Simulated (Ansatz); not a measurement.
Consider the redistribution: `N[Si](O)(Cl)[SbH2]` + `C[SiH]([AlH2])Cl` → `C[SiH]([AlH2])[SbH2]` + `N[Si](O)(Cl)Cl`.

Program: Ansatz. Geometries: PBE0-D4/def2-TZVP. ΔE: electronic, gas phase. CCSD(T)/CBS is the MP2 limit (def2-TZVPP, def2-QZVPP) plus CCSD(T) − MP2 in def2-TZVPP, frozen cores. This one scheme is used for every species. Functionals use def2-TZVPP. B3LYP here is the variant with VWN-RPA as its local correlation; programs differ in this. def2 core potentials past Kr. For Sb outer-core shells are correlated without core-valence functions, which leaves a few kJ/mol of doubt a bond. Each species was taken in one conformer, which may not be the lowest.

| level | ΔE (kJ/mol) | difference from CCSD(T)/CBS |
| --- | --- | --- |
| PBE-D4 | -41.7 | -5.4 |
| r2SCAN-D4 | -43.9 | -7.6 |
| PBE0-D4 | -40.9 | -4.6 |
| B3LYP-D4 | -28.2 | 8.1 |
| ωB97X-V | -29.3 | 7.0 |
| ωB97M-V | -36.0 | 0.3 |
| B2PLYP | -28.8 | 7.5 |
| PBE | -38.6 | -2.3 |
| r2SCAN | -43.4 | -7.1 |
| PBE0 | -38.5 | -2.2 |
| B3LYP | -23.2 | 13.1 |
| HF/def2-TZVPP | -9.1 | 27.2 |
| MP2/def2-TZVPP | -38.8 | -2.5 |
| SCS-MP2/def2-TZVPP | -30.9 | 5.4 |
| CCSD/def2-TZVPP | -31.2 | 5.1 |
| CCSD(T)/def2-TZVPP | -36.5 | -0.2 |
| HF/def2-QZVPP | -8.6 | 27.7 |
| MP2/def2-QZVPP | -38.6 | -2.3 |
| SCS-MP2/def2-QZVPP | -30.4 | 5.9 |
| HF/CBS(def2) | -8.5 | 27.8 |
| MP2/CBS(def2) | -38.6 | -2.3 |
| CCSD/CBS(def2) | -31.0 | 5.3 |
| CCSD(T)/CBS | -36.3 | 0 |

Largest T1 diagnostic among the species: 0.014.

The D4 term adds −5.0 kJ/mol with B3LYP and −2.4 kJ/mol with PBE0; it sums over pairs of atoms, weighted by their polarisabilities, and B3LYP, whose exchange is more repulsive, gets the larger term. In def2-TZVPP, CCSD(T) changes the Hartree–Fock value by −27.4 kJ/mol (the triples alone add −5.3 kJ/mol) and MP2 by −29.8 kJ/mol.
